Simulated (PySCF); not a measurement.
Numbering as in the mapped SMILES `[CH3:1][C:2](=[O:3])[C@H:4]([CH3:5])[O:6][CH:7]([CH3:8])[CH3:9]` (H(Xn): hydrogen on atom n).

[PySCF 2.14.0 with density-fitted response routines: σ from GIAO-PBE0/pcSseg-1; geometry from GFN2-xTB; fast rotation and ring inversion assumed for equivalent nuclei; isolated molecule; one computed conformer; relativity neglected]

δ = σ(ref) − σ, references computed at the same level: ¹³C (186.93 ppm) and ¹H (31.72 ppm) against TMS; ¹⁷O (336.08 ppm) against H2O.

```csv
atoms,nucleus,count,δ (ppm)
O3,¹⁷O,1,655.3
H(C7),¹H,1,3.58
C8,¹³C,1,?
O6,¹⁷O,1,?
H(C8),¹H,3,1.28
C7,¹³C,1,72.9
H(C5),¹H,3,?
H(C1),¹H,3,?
C2,¹³C,1,218.3
H(C9),¹H,3,1.10
C5,¹³C,1,20.7
C9,¹³C,1,22.7
C1,¹³C,1,?
C4,¹³C,1,83.4
H(C4),¹H,1,3.65
```

Question: Fill in the missing shifts.

Answer: 
- C1: 27.3 ppm, methyl carbon α to a carbonyl; the adjacent C=O deshields it moderately
- C8: 26.2 ppm, methyl carbon; aliphatic region, no heteroatom directly attached
- H(C1): 2.33 ppm, hydrogen on a methyl carbon α to a carbonyl; α to C=O
- H(C5): 1.23 ppm, hydrogen on a methyl carbon
- O6: 80.9 ppm, ether oxygen

Shifts are as computed. Against solution values, carbons near 30 ppm lie about +3 ppm off and those near 130 ppm about +5 ppm. Of 1211 compounds with measured shifts, 218 miss one by over three times the rms of a fit or turn the order of signals round; such compounds aren't used in these exercises. Unscaled 17O shifts of doubly bonded oxygen tend to come out too high, by tens of ppm or more. Experimental scales use liquid or dissolved standards, which lie at an offset from isolated H2O (liquid H2O: subtract about 36 ppm).
